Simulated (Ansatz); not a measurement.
C2H7FOSi can be A, `CO[SiH2]CF`, or B, `COC[SiH2]F`.

Calculated with Ansatz (gas phase, PBE0-D4/def2-TZVP geometries, no zero-point term in ΔE). CCSD(T)/CBS is the MP2 limit (def2-TZVPP, def2-QZVPP) plus CCSD(T) − MP2 in def2-TZVPP, frozen cores. Functionals use def2-TZVPP. One conformer a species, not always the lowest.

(1) Which isomer does CCSD(T)/CBS put lower? Give the gap. (An estimate is asked.)

(2) Give E(B) − E(A) in kcal/mol with MP2/def2-TZVPP, CCSD(T)/def2-TZVPP, PBE-D4, ωB97M-V, r2SCAN-D4, HF/def2-TZVPP, CCSD/def2-TZVPP. (An estimate is asked.)

Largest T1 diagnostic: 0.011.

Results:

(1) The calculation gave: B, by 12.7 kcal/mol.

(2) The calculation gave: MP2/def2-TZVPP -13.3, CCSD(T)/def2-TZVPP -12.5, PBE-D4 -12.0, ωB97M-V -11.7, r2SCAN-D4 -12.2, HF/def2-TZVPP -10.7, CCSD/def2-TZVPP -12.3. None reverses the order clearly.

In def2-TZVPP, CCSD(T) changes the Hartree–Fock value by −1.8 kcal/mol (the triples alone add −0.2 kcal/mol) and MP2 by −2.7 kcal/mol.
